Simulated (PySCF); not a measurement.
PySCF 2.14 output of an unrestricted BLYP calculation on a single atom or ion in aug-cc-pVQZ-PP with ECP10MDF (7s6p5d3f2g, 89 functions), with a scalar-relativistic core potential:

```
SCF conv_tol = 1e-09
number electrons alpha = 13  beta = 10
    A. D. Becke.,  Phys. Rev. A 38, 3098 (1988)
    C. Lee, W. Yang, and R. G. Parr.,  Phys. Rev. B 37, 785 (1988)
    B. Miehlich, A. Savin, H. Stoll, and H. Preuss.,  Chem. Phys. Lett. 157, 200 (1989)
cycle= 1 E= -372.32203921735  delta_E= -0.0133  |g|= 0.108  |ddm|= 1.39
cycle= 2 E= -372.322430577309  delta_E= -0.000391  |g|= 0.0901  |ddm|= 0.338
cycle= 3 E= -372.32339036006  delta_E= -0.00096  |g|= 0.00413  |ddm|= 0.199
cycle= 4 E= -372.32339627629  delta_E= -5.92e-06  |g|= 0.000313  |ddm|= 0.0248
cycle= 5 E= -372.323396325031  delta_E= -4.87e-08  |g|= 2.11e-05  |ddm|= 0.00185
cycle= 6 E= -372.323396325274  delta_E= -2.43e-10  |g|= 8.29e-07  |ddm|= 6.44e-05
converged SCF energy = -372.323396325274  <S^2> = 3.7526045  2S+1 = 4.001302
```

The run itself started from symmetry-adapted Hartree-Fock orbitals and held the occupation by maximum overlap, on a logarithmic radial grid, so the iterations belong to that start.

Problem. Which element, charge and spin multiplicity is this?

Solution. Se⁺ (selenium, charge +1), multiplicity 4; the state was [Ar] 3d10 4s1 4p4, high-spin 4P determinant (an excited configuration).

Energies and moments cover only the electrons outside the core potential.
